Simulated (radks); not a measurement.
Numerical settings for the magnesium ion Mg3+, [He] 2s2 2p5. All-electron calculation, non-relativistic Kohn-Sham, PBEsol, spin-unpolarised, spherical densities, point nucleus. Program: a radial shooting solver on a logarithmic mesh with Libxc functionals. The defaults (mesh step 0.008 in ln r, mesh end at 40 bohr or more with all orbitals vanishing there, Anderson mixing 0.5 over 9 steps, residual threshold near 1e-9 with the energy settled to 1e-9 hartree or 1e-11 of itself, here a cap of 97 iterations) give E = -195.7045 hartree and 2p at -96.050 eV in 14 iterations. Run on one thread of a shared host, so times are rough (Intel(R) Xeon(R) Platinum 8488C): 0.05 s of CPU time, 0.05 s wall, 14 iterations on 2476 mesh points. Changes against that run (0 stands for a change within the tolerance of the run):

| setting | iterations | converged | E (mhartree) | e(2p) (meV) | CPU (s) |
|---|---|---|---|---|---|
| mesh step in ln r 0.005 | 14 | yes | 0 | 0 | 0.07 |
| mesh step in ln r 0.2 | 97 | no | -1.09e+06 | - | 0.1 |
| mesh step in ln r 0.12 | 4 | no | diverged | - | 0.01 |
| mesh end (bohr) 8 | 14 | yes | 0 | 0 | 0.05 |
| mesh end (bohr) 5 | 14 | yes | +0.000103 | +0.00818 | 0.04 |
| residual threshold 0.1 | 9 | yes | 0 | -0.0227 | 0.04 |
| residual threshold 0.001 | 9 | yes | 0 | -0.0227 | 0.03 |
| mixing 0.01 | 19 | yes | 0 | 0 | 0.06 |
| linear mixing, mixing 1 | 37 | yes | 0 | 0 | 0.09 |
| linear mixing, mixing 0.8 | 17 | yes | 0 | 0 | 0.05 |
| mixing history 3 | 15 | yes | 0 | 0 | 0.05 |
| iteration cap 3 | 3 | no | +4.9 | -1.15e+03 | 0.01 |

No run marked as converged misses the energy by more than 1 mhartree. A mesh that ends early acts as a hard wall.
